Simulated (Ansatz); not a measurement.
The multiplicity is imposed and other spin states were not computed.

Method: PBE-D3(BJ)/def2-SVP run with Ansatz (a program for electronic structure). No frequencies were computed at this level.

Ansatz 0.2 input:
```yaml
crystal:
  periodic: [false, false, false]
  atoms:
    - { symbol: Zn, position_ang: [-0.019044, 0.016226, 0.022663] }
    - { symbol: F, position_ang: [0.998553, -0.850785, -1.188342] }
basis:
  gaussian: { orbitals: def2-svp }
hamiltonian:
  xc: pbe
  dispersion: d3bj
relax:
  max_steps: 150
magnetization:
  spin_polarized: true
  initial_magnetization: 1
```

Output:

```
Functional definition: PBE
506 factors; their error is unknown
mean field evaluation 1: about -51112.7316 eV, gradient 3.6e1 eV
mean field evaluation 2: about -50971.3963 eV, gradient 1.8e2 eV
mean field evaluation 4: about -51116.2742 eV, gradient 1.5e1 eV
mean field evaluation 8: about -51116.8948 eV, gradient 7.7e-2 eV
mean field evaluation 16: about -51116.8948 eV, gradient 2.3e-6 eV
mean field -51116.89483447 eV, -1878.5112368910 hartree, gradient 2.3e-6 eV, S^2 0.751417; 0 other end points of the search recorded, 0 dependent functions left out
reference -51116.89488138 eV, -1878.5112386148 hartree; 20, 19 occupied and 25, 26 virtual orbitals, 506 factors
relax step   1: F+E_penalty+E_count = -51116.90636577 eV  Δ(F+E_penalty+E_count) = +0.000e0 eV  max|allowed force component| = 2.097e-1 eV/Å  Δτ_max = 0.0000 Å  (27 SCF iters, accepted)
these checks for a lower state are left out or cut short: starts, cluster_reference, orbital_swaps, neighbouring_geometries, increment
506 factors; their error is unknown
mean field -51116.89662469 eV, -1878.5113026805 hartree, gradient 3.8e-5 eV, S^2 0.751407; 0 other end points of the search recorded, 0 dependent functions left out
reference -51116.89667152 eV, -1878.5113044012 hartree; 20, 19 occupied and 25, 26 virtual orbitals, 506 factors
relax step   2: F+E_penalty+E_count = -51116.90814720 eV  Δ(F+E_penalty+E_count) = -1.781e-3 eV  max|allowed force component| = 1.194e-1 eV/Å  Δτ_max = 0.0036 Å  (26 SCF iters, accepted)
these checks for a lower state are left out or cut short: starts, cluster_reference, orbital_swaps, neighbouring_geometries, increment
506 factors; their error is unknown
mean field -51116.89745630 eV, -1878.5113332414 hartree, gradient 3.9e-5 eV, S^2 0.751393; 0 other end points of the search recorded, 0 dependent functions left out
reference -51116.89750301 eV, -1878.5113349580 hartree; 20, 19 occupied and 25, 26 virtual orbitals, 506 factors
relax step   3: F+E_penalty+E_count = -51116.90896847 eV  Δ(F+E_penalty+E_count) = -8.213e-4 eV  max|allowed force component| = 4.109e-3 eV/Å  Δτ_max = 0.0047 Å  (26 SCF iters, accepted)
506 factors; their error is unknown
mean field evaluation 32: about -50978.9480 eV, gradient 1.8e2 eV
mean field -51116.89745630 eV, -1878.5113332414 hartree, gradient 3.9e-5 eV, S^2 0.751393; 1 other end points of the search recorded, 0 dependent functions left out
reference -51116.89750301 eV, -1878.5113349580 hartree; 20, 19 occupied and 25, 26 virtual orbitals, 506 factors
Total energy: -51116.90901518 eV, -1878.5117580225 hartree
Atom 0 at    -0.014326     0.012206     0.017048 Å, force    -0.003453     0.002942     0.004109 eV/Å
Atom 1 at     0.993835    -0.846765    -1.182727 Å, force     0.003453    -0.002942    -0.004109 eV/Å
Dipole moment:    -0.329478     0.280721     0.392099 e Å
```

Cost: about 1.8 core-seconds (a rough figure).
